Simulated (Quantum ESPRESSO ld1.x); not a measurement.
Er3+, configuration [Xe] 4f10 5f1 (not the ground configuration). All-electron calculation, Dirac Kohn-Sham, exchange-only LDA, spin-unpolarised, spherical densities, point nucleus; open shells fill j = l - 1/2 first. Program: ld1.x of Quantum ESPRESSO 7.5.

Normalised radial functions P(r) = r R(r) (large component), r in bohr:

```
   r/bohr * 5p1/2, o 5f5/2, + 5f7/2 (the largest magnitude, 1.01, reaches the edge; | marks zero, & curves that meet)
 0.002208                             &
 0.002571                             &
 0.003017                             &
 0.003512                             &*
 0.004122                             &*
 0.004798                             &*
 0.005631                             &*
 0.006608                             &*
 0.007693                             &*
 0.009027                             & *
  0.01051                             & *
  0.01233                             &  *
  0.01436                             &  *
  0.01685                             &   *
  0.01961                             &   *
  0.02302                             &    *
   0.0268                             &     *
  0.03145                             &     *
  0.03661                             &      *
  0.04296                             &      *
  0.05041                             &     *
  0.05869                             &    *
  0.06887                             &  *
  0.08018                             &*
  0.09409                           * &
   0.1095                       *     |&
   0.1285                     *       |&
   0.1496                    *        |&
   0.1756                    *        | &
   0.2044                       *     | &
   0.2399                            *|  &
   0.2815                             |  & *
   0.3277                             |   &      *
   0.3846                             |   &         *
   0.4478                             |   &        *
   0.5254                             |   &   *
   0.6117                             |*  &
   0.7178                    *        |  &
   0.8357           *                 | &
   0.9807     *                       o+
    1.142  *                         &|
     1.34   *                      &  |
     1.56       *                &    |
     1.83             *        &      |
    2.148                  * &        |
    2.501                  &    *     |
    2.934                &         *  |
    3.416               &            *|
    4.009               &             *
    4.667                &            *
    5.477                  &          *
    6.376                     &       *
    7.482                        &    *
     8.71                          &  *
    10.22                            &*
     11.9                             &
    13.96                             &
```

5p1/2: eigenvalue -67.471 eV, 3 radial nodes at r = 0.0828, 0.246, 0.617 bohr, <r> = 1.33 bohr, 90 % of the charge inside 1.93 bohr. 5f5/2: eigenvalue -11.132 eV, 1 radial node at r = 1.03 bohr, <r> = 4.25 bohr, 90 % of the charge inside 6.28 bohr. 5f7/2 (empty): eigenvalue -11.108 eV, 1 radial node at r = 1.05 bohr, <r> = 4.26 bohr, 90 % of the charge inside 6.30 bohr.
